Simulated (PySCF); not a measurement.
**Bromine: a sound run and one with changed settings**

Sound run: Br [Ar] 3d10 4s2 4p5, Br⁺ [Ar] 3d10 4s2 4p4. Calculation: PySCF 2.14, in Sapporo-DKH3-DZP-2012 (6s5p3d1f, 43 functions); scalar relativity by spin-free X2C-1e. The sound run starts from symmetry-adapted Hartree-Fock orbitals and uses a fine grid where one is needed.

Changed run: radial step 0.5 in ln r (0.13 in the sound run). This setting is unsound on purpose.

```csv
species,method,sound run (hartree),changed run (hartree),converged
Br,UHF,-2604.35194,-2604.35194,yes
Br,r2SCAN,-2606.13613,-2606.28292,yes
Br,PBE0,-2605.86603,-2605.87775,yes
Br⁺,UHF,-2603.95774,-2603.95774,yes
Br⁺,r2SCAN,-2605.70008,-2605.84676,yes
Br⁺,PBE0,-2605.43209,-2605.44348,yes
```

Ionisation energy of Br:

```
method  sound run (eV)  changed run (eV)
   UHF          10.727            10.727
r2SCAN          11.866            11.868
  PBE0          11.808            11.817
```

A coarse radial grid mis-integrates the density and the exchange-correlation energy, with errors of either sign; Hartree-Fock needs no grid.

For comparison, NIST gives 11.814 eV between the lowest levels.
